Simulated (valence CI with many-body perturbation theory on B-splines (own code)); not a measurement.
**Which ion has this spectrum?**

A relativistic CI+MBPT calculation for an atom or ion with 21 electrons gives these levels (cm⁻¹):

| J | Parity | E | g |
| --- | --- | --- | --- |
| 3/2 | even | 0 | 0.66 |
| 5/2 | even | 202754 | 1.05 |
| 3/2 | even | 248194 | 1.21 |
| 7/2 | even | 263113 | 1.06 |
| 9/2 | even | 270730 | 1.06 |
| 1/2 | even | 279958 | 1.87 |
| 5/2 | even | 408717 | 1.35 |
| 7/2 | even | 466742 | 1.08 |
| 9/2 | even | 491396 | 1.13 |
| 3/2 | even | 524675 | 1.13 |
| 1/2 | even | 542513 | 1.45 |
| 11/2 | even | 555798 | 1.08 |
| 5/2 | even | 566969 | 1.20 |
| 5/2 | even | 602962 | 1.11 |

The energies are calculated, and their last digits are not significant.

Which is it?
A. Gd43+
B. Pm40+
C. Sm41+
D. Eu42+

C. Sm41+, ground level (3d3/2^3) J=3/2.
